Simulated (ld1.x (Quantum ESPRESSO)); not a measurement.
**Varying the TM potential for cobalt**

Base potential:

* Element: cobalt (Co)
* Generator: ld1.x (Quantum ESPRESSO) 7.5
* Type: norm-conserving Troullier–Martins (Kleinman–Bylander form)
* Functional: PBE
* Relativity: scalar-relativistic
* Frozen core: [Ar]
* Valence charge: 9
* Reference configuration: 3d6 4s0 4p0 (charge +3)
* Partial waves: 4s (bound, empty): rc 2.00 bohr; 4p (bound, empty): rc 1.85 bohr; 3d (bound): rc 1.25 bohr
* Local potential: all-electron potential smoothed inside 1.15 bohr (lloc = -1)
* Core correction: Bessel-smoothed model core, default radius (core density twice the valence density)

Cutoffs, loose and tight: the cutoffs (Ry, on a coarse ladder) from which the occupation-weighted sum of valence levels, in a spherical-Bessel basis at the reference potential, stays within 10 and 1 mRy of its value at 400 Ry. They do not see the model core or the augmentation charge, which bear on the density cutoff. Test errors are all-electron minus pseudo excitation energies from the reference, over the configurations 3d7 4s2 4p0; 3d7 4s1 4p0; 3d7 4s0 4p0; 3d5 4s0 4p0; 3d7.5 4s1.5 4p0; 3d7 4s0 4p2; 3d8 4s0 4p0. A dash means not determined; rows that change the core or the reference have their own tests. The largest error is taken over the tests solved by every variant that gives reliable tests at all: 3d5 4s0 4p0; 3d7 4s0 4p0; 3d7 4s1 4p0; 3d7 4s2 4p0; 3d7.5 4s1.5 4p0; 3d8 4s0 4p0.

A true bound ghost makes a file unfit for plane-wave use even where its test errors are small: the radial tests pick states by their node count and pass the ghost by. Where a test does run into it, the solver fails or the error is huge.

| change | outcome | cutoff, loose | cutoff, tight | bound ghosts | largest test error (meV) |
| --- | --- | --- | --- | --- | --- |
| base | generated | 140 Ry | 230 Ry | s, p | -621 |
| wave 3d (bound): rc 1.25 bohr becomes 3d (bound): rc 0.86 bohr | generated | 260 Ry | over 300 Ry | s, p | -627 |
| wave 3d (bound): rc 1.25 bohr becomes 3d (bound): rc 1.14 bohr | generated | 180 Ry | 260 Ry | s, p | -625 |
| wave 3d (bound): rc 1.25 bohr becomes 3d (bound): rc 1.26 bohr | generated | 140 Ry | 230 Ry | s, p | -621 |
| wave 3d (bound): rc 1.25 bohr becomes 3d (bound): rc 1.76 bohr | generated | 90 Ry | 160 Ry | s, p | -523 |
| wave 3d (bound): rc 1.25 bohr becomes 3d (bound): rc 1.88 bohr | generated | 80 Ry | 140 Ry | s, p | -450 |

**Question.** What comes out with this change to the base: wave 3d (bound): rc 1.25 bohr becomes 3d (bound): rc 1.44 bohr?

**Answer.** outcome: generated; cutoff, loose: 120 Ry; cutoff, tight: 200 Ry; bound ghosts: s, p; largest test error (meV): -607.

**Question.** What comes out with this change to the base: wave 3d (bound): rc 1.25 bohr becomes 3d (bound): rc 1.56 bohr?

**Answer.** outcome: generated; cutoff, loose: 110 Ry; cutoff, tight: 180 Ry; bound ghosts: s, p; largest test error (meV): -580.

**Question.** What comes out with this change to the base: wave 3d (bound): rc 1.25 bohr becomes 3d (bound): rc 1.00 bohr?

**Answer.** outcome: generated; cutoff, loose: 200 Ry; cutoff, tight: 300 Ry; bound ghosts: s, p; largest test error (meV): -626.

Reading the sweep of the d radius (base included, trends over the rows without a ghost): Bound ghosts are found at 0.86, 1, 1.14, 1.25, 1.26, 1.44, 1.56, 1.76, 1.88 bohr. Every judged row has one, so this setting neither creates nor removes them.
